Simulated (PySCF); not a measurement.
CH7F2NSi2, SMILES C([SiH2]F)([SiH2]F)N.

Geometry optimised at r2SCAN-D4/def2-SVP. The structure was generated by enumeration, and PubChem lists no compound with its InChIKey, so it may never have been made. Other conformers were not sampled.

These are PySCF with SMD-PBE0/def2-SVP values and carry that method's errors.

Solvation free energies are E(SMD) − E(gas) at the gas-phase geometry, for 1 M in both phases. In vacuum the dipole moment is 2.16 D.

```tsv
solvent	ΔG(solv) (kcal/mol)	its non-electrostatic (CDS) part	dipole (D)
water	-2.2	5.0	2.79
ethanol	-6.0	0.9	2.76
1-octanol	-4.9	1.3	2.69
```
